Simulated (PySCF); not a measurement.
# How methods differ on the interval between two levels of Zn

Zn [Ar] 3d10 4s2 → Zn [Ar] 3d9 4s2 4p1 [3F4, M_J = 4], as a difference of total energies. Computed with PySCF 2.14 in x2c-TZVPall-2c (6s7p4d1f, 54 functions), with the two-component X2C-1e Hamiltonian. Correlated levels: [Ne] frozen; the 6 highest virtual spinors dropped. "Screened" scales the spin-orbit matrix elements by Boettger's factors to mimic the two-electron term; Breit and QED terms are absent.

| method | interval between two levels (cm⁻¹) |
| --- | --- |
| GHF (spin-free) | 76084 |
| GMP2 (spin-free) | 97815 |
| GHF (screened spin-orbit) | 75246 |
| GMP2 (screened spin-orbit) | 96981 |

The labels give the starting determinants; with spin-orbit coupling the two ends relaxed to ⟨J²⟩ = 0.00, ⟨L²⟩ = 0.00, ⟨S²⟩ = 0.00 and ⟨J²⟩ = 20.02, ⟨L²⟩ = 12.02, ⟨S²⟩ = 2.01.
